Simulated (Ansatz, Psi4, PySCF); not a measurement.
CHO2 (SMILES [O]C=O), doublet, geometry from GFN2-xTB. Base run: CCSD(T)/6-311G** run with PySCF.

Input for PySCF:
```python
from pyscf import gto, scf, cc

mol = gto.M(
    atom='''
O    -1.073710   -0.429261   -0.004282
C    -0.046169    0.187518    0.001412
O     1.150280    0.118270    0.001940
H    -0.335546    1.362823    0.010264
''',
    basis='6-311g**',
    charge=0,
    spin=1,
    verbose=3,
)

mf = scf.UHF(mol)
mf.kernel()

mycc = cc.CCSD(mf)
mycc.kernel()
et = mycc.ccsd_t()
print('E(CCSD(T)) = %.10f' % (mycc.e_tot + et))
```

The same geometry, method and basis name were run in Ansatz (a program for electronic structure) and Psi4 and PySCF, at each program's defaults and at the settings that a row names. The base is PySCF at its defaults. Differences at the defaults can come from grids, fitting, cores and function types together.

```csv
code and settings,ΔE vs base (mEh),basis functions,E (Eh),SCF cycles
"PySCF, defaults (exact integrals, spherical functions, all electrons correlated)",0.000,60,-188.74718,12
"Psi4, defaults (exact integrals, spherical functions, all electrons correlated)",0.000,60,-188.74718,15
"Ansatz, defaults (factorised integrals, spherical functions, frozen core)",57.740,60,-188.68944,-
"PySCF, frozen core",57.738,60,-188.68944,12
"Psi4, exact integrals, spherical functions, frozen core",57.738,60,-188.68944,15
"Ansatz, high accuracy, frozen core",57.738,60,-188.68944,-
```

Open shells are given as the SCF converged; they aren't shown to be the lowest states, and a large step between rows can be another state.
